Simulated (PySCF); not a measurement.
Electric field gradients and quadrupole coupling constants

Compound: C₄H₈O₂S₂Si.
Atom-mapped SMILES: `[CH3:1][O:2][CH2:3][Si:4]1([OH:5])[S:6][CH:7]=[CH:8][S:9]1` (hydrogens: H10, H11, H12 on C1; H13, H14 on C3; H15 on O5; H16 on C7; H17 on C8)

Geometry (GFN2-xTB, Å), atoms numbered from 1 in this order:
```xyz
17
C4H8O2S2Si angstrom
C      3.2899    0.2850    0.0814
O      2.0307   -0.1704    0.5132
C      0.9541    0.4314   -0.1811
Si    -0.5971   -0.3538    0.6009
O     -0.1325   -1.4456    1.6989
S     -1.9543    1.0584    1.4954
C     -3.3875    0.4700    0.6919
C     -3.3808   -0.4750   -0.2420
S     -1.9374   -1.2742   -0.8108
H      4.0343   -0.2403    0.6766
H      3.4447    0.0633   -0.9808
H      3.3911    1.3655    0.2356
H      0.9837    1.5201   -0.0546
H      1.0327    0.2220   -1.2547
H      0.7991   -1.5801    1.8758
H     -4.2951    0.9482    1.0162
H     -4.2825   -0.8126   -0.7223
```

Field gradients from the PBE0/pcSseg-1 density (PySCF, non-relativistic), principal values in atomic units, ordered |Vxx| ≤ |Vyy| ≤ |Vzz|:

| atom | Vxx | Vyy | Vzz |
| --- | --- | --- | --- |
| O2 | 0.0570 | 2.0320 | -2.0890 |
| O5 | -0.4150 | -0.9893 | 1.4043 |
| S6 | -0.0616 | -1.8063 | 1.8678 |
| S9 | -0.0598 | -1.8061 | 1.8659 |

**Question.** Find the asymmetry η = (Vxx − Vyy)/Vzz and the couplings χ = eQV/h (234.96 MHz × Q in barn × V in au), with Q(17O) = −0.0256 b, Q(33S) = −0.0678 b.

**Answer.** 
| atom | environment | nucleus | η | χzz (MHz) | χxx (MHz) | χyy (MHz) |
| --- | --- | --- | --- | --- | --- | --- |
| O2 | ether oxygen | 17O | 0.95 | 12.57 | -0.34 | -12.22 |
| O5 | silanol oxygen | 17O | 0.41 | -8.45 | 2.50 | 5.95 |
| S6 | sulfur bonded to C and Si | 33S | 0.93 | -29.76 | 0.98 | 28.77 |
| S9 | sulfur bonded to C and Si | 33S | 0.94 | -29.73 | 0.95 | 28.77 |

At O2, S6 and S9 η is above 0.9: Vyy and Vzz are nearly equal in size and opposite in sign, so a small change could swap them and flip the sign of χzz. The tensor is traceless: Vxx + Vyy + Vzz = 0.

**Question.** What is Vzz at S6 in SI units (1 au = 9.71736 × 10²¹ V/m²)?

**Answer.** 1.8678 au = 18.150 × 10²¹ V/m².

**Question.** And the gradient at the other heavy atoms, for which no coupling is worked out here?

**Answer.** 
| atom | environment | Vzz (au) | η |
| --- | --- | --- | --- |
| C1 | methoxy carbon | 0.388 | 0.08 |
| C3 | sp3 carbon bound to oxygen | 0.388 | 0.15 |
| Si4 | oxygen-bound silicon | 0.427 | 0.57 |
| C7 | alkene CH carbon | -0.244 | 0.35 |
| C8 | alkene CH carbon | -0.244 | 0.35 |

**Question.** What couplings would deuterons (Q(2H) = 0.00286 b) have in place of the hydrogens, at this geometry?

**Answer.** 
```tsv
atom	bonded to	bond length (Å)	Vzz (au)	η	χzz (kHz)
H10	C1	1.088	0.3063	0.07	206
H11	C1	1.096	0.2906	0.08	195
H12	C1	1.096	0.2906	0.08	195
H13	C3	1.096	0.2928	0.08	197
H14	C3	1.097	0.2924	0.08	197
H15	O5	0.958	0.4888	0.04	328
H16	C7	1.076	0.3371	0.10	227
H17	C8	1.076	0.3368	0.10	226
```

The structure is a single GFN2-xTB conformer in the gas phase; no vibrational or solvent corrections. GFN2-xTB bond lengths can be off by several hundredths of an ångström, more for odd bonds, and the gradients follow them. A larger basis could move these couplings by a tenth or more.
